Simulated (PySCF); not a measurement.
Energy landscape of H₂O (cation, charge +1), doublet: symmetric bend, bond length relaxed. Scanned: H-O-H angle. Other coordinates (O-H bond length) were minimised at B3LYP/def2-TZVP.

The free coordinates were minimised at B3LYP/def2-TZVP in PySCF; the energy column is CCSD(T) on UHF/cc-pVTZ, 1 core orbital frozen (PySCF 2.14.0), in kJ/mol.

| a / ° | O-H bond length / Å | E |
|---|---|---|
| 180 | 0.996 | 97.2 |
| 172 | 0.996 | 94.2 |
| 164 | 0.997 | 85.7 |
| 156 | 0.998 | 72.7 |
| 148 | 0.999 | 56.8 |
| 140 | 1.000 | 40.1 |
| 132 | 1.002 | 24.2 |
| 124 | 1.003 | 11.2 |
| 116 | 1.006 | 2.6 |
| 108 | 1.009 | 0.0 |
| 100 | 1.012 | 4.5 |
| 92 | 1.018 | 17.2 |
| 84 | 1.024 | 39.0 |
| 76 | 1.034 | 70.3 |
| 68 | 1.046 | 112.0 |
| 60 | 1.064 | 164.7 |
